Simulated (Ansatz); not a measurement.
Energy profile

The step: SiCl₂ + NH₃ → SiNH₃Cl₂ ([NH2][SiH]([Cl])[Cl]); bonds formed: Si1–H4; dative contacts that become bonds: Si1–N5; bonds broken: H4–N5 (atoms numbered as in the saddle structure below).

```xyz
7
angstrom
Si -0.4756 -0.8573 -0.0249
Cl 1.0670 -2.1348 -0.5690
Cl -1.4685 -0.3458 -1.7712
H -0.7301 0.1889 1.1871
N 0.2772 0.7740 0.3989
H 1.1169 0.7732 0.9673
H 0.2130 1.6016 -0.1882
```

Electronic energies by CCSD(T) at an estimated basis limit (MP2 extrapolated from triple and quadruple zeta, plus CCSD(T) − MP2 in triple zeta), on PBE0-D4/def2-TZVP structures; SiNH$_{3}$Cl$_{2}$, closed shell; no counterpoise correction. Ansatz 0.2.0; basis: def2-TZVPP and def2-QZVPP; cores frozen in the correlated methods. Extrapolation: Hartree–Fock as exp(−7.88 √X), correlation as X^−2.97.

(1) Give the profile in kcal/mol, counted from the separated reactants. (To be estimated.)

The T1 diagnostic stays at or below 0.013. The restricted Hartree–Fock reference is unstable towards an unrestricted one at one or more of these structures.

Answers

(1) Computed:
| point | kcal/mol |
| --- | --- |
| separated: SiCl$_{2}$ (linked as [Cl][Si][Cl]; Si1, Cl2, Cl3; singlet) + NH$_{3}$ (H4, N5, H6, H7; singlet) | 0.00 |
| start structure | -22.78 |
| saddle | 22.79 |
| end structure | -50.76 |

Losses and insertions of silylenes and their heavier kin drive the gas-phase chemistry of silicon and germanium vapour deposition.

For scale, one of the runs: CCSD(T)/def2-TZVPP, 199 basis functions, launched by `ansatz run in.yaml --threads 4 --pin off --events-out ev --progress --plain --max-ram 9574MiB`. Hardware: 4 CPU threads of an Arm Neoverse V1, shared host. Wall time 43 s; peak host memory 2.2 GiB.
